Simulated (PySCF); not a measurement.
Compound: C7H11 (doublet state).
Z-matrix (Å and degrees, GFN2-xTB geometry), rows numbered from 1:
```
C 
C   1  1.3746
C   2  1.3884  1  122.86
C   3  1.4867  2  124.62  1    -0.51
C   2  1.4898  1  117.36  3   179.72
C   5  1.5050  2  121.58  1  -142.25
C   6  1.4934  5   60.22  2  -111.04
H   1  1.0736  2  122.05  3    -0.40
H   1  1.0750  2  121.07  3  -179.94
H   3  1.0780  2  119.15  1   178.28
H   4  1.0873  3  110.68  2  -168.65
H   4  1.0934  3  110.83  2    71.52
H   4  1.0902  3  111.37  2   -47.64
H   5  1.0834  2  112.71  1     1.75
H   6  1.0797  5  118.11  7  -108.66
H   6  1.0792  5  118.00  7   108.63
H   7  1.0796  5  118.00  6   108.54
H   7  1.0790  5  118.16  6  -108.61
```

The hyperfine couplings belong to this conformer and change with its torsions.

Identity: `C1(CC1)C([CH]C)=C` [radical].

Method: PySCF, UKS B3LYP, pcH-1 on C H, non-relativistic, mean-field spin-orbit, GIAO. Geometry: GFN2-xTB, one conformer, isolated molecule. A GFN2-xTB geometry isn't a minimum of the functional, and hyperfine couplings can be far from their values at a DFT geometry. Stability of the SCF solution: not tested. ⟨S²⟩ is 0.777 where a pure state has 0.75.

Question: Predict the first-order ENDOR lines of C3, C1, C2, C4, C5, C6/C7, H11/H12/H13, H10, H9 and H8 under fast tumbling at B = 337.3 mT (X band).

Answer: For S = 1/2 in fast tumbling each set of equivalent nuclei gives two lines, ν± = |νn ± a/2| to first order, with νn = g_N μN B/h and μN/h = 7.62259 MHz/T.

| nuclei | isotope | g_N | νn (MHz) | a_iso (MHz) | lower line (MHz) | upper line (MHz) |
| --- | --- | --- | --- | --- | --- | --- |
| C3 | 13C | 1.4048 | 3.61 | 60.21 | 26.49 | 33.72 |
| C1 | 13C | 1.4048 | 3.61 | 49.30 | 21.04 | 28.26 |
| C2 | 13C | 1.4048 | 3.61 | -47.16 | 19.97 | 27.19 |
| C4 | 13C | 1.4048 | 3.61 | -23.29 | 8.03 | 15.26 |
| C5 | 13C | 1.4048 | 3.61 | 6.19 | 0.52 | 6.71 |
| C6/C7 | 13C | 1.4048 | 3.61 | -5.48 | 0.87 | 6.35 |
| H11/H12/H13 | 1H | 5.5857 | 14.36 | 46.62 | 8.95 | 37.67 |
| H10 | 1H | 5.5857 | 14.36 | -44.75 | 8.01 | 36.74 |
| H9 | 1H | 5.5857 | 14.36 | -37.90 | 4.59 | 33.31 |
| H8 | 1H | 5.5857 | 14.36 | -36.35 | 3.82 | 32.54 |

The rows for 13C, of low natural abundance, apply to labelled samples.

Question: Which pairs are centred on the nuclear Larmor frequency, and which on half the coupling?

Answer: Centred on νn, since |a| < 2νn: C5 and C6/C7. Centred on |a|/2 and split by 2νn: C3, C1, C2, C4, H11/H12/H13, H10, H9 and H8.

Question: At what field would the lower line of H10 fall to zero frequency?

Answer: Where νn = |a|/2, that is B = 22.37 MHz/(5.5857 × 7.62259 MHz/T) = 526 mT, as far as first order holds there.

Couplings of abundant isotopes left out: H16/H18 (2.2 MHz) and H14 (-1.8 MHz).

Means are taken over nuclei equivalent by connectivity, which assumes that they swap fast. The three 1H nuclei of mean +46.6 MHz run from 6.1 to 83.0 MHz in the frozen geometry.

Hardware: one thread, Arm Neoverse V2 (aarch64), on a shared host. Cost: 59 s wall (with the writing of density and orbital grids), 0.98 GiB resident at most.
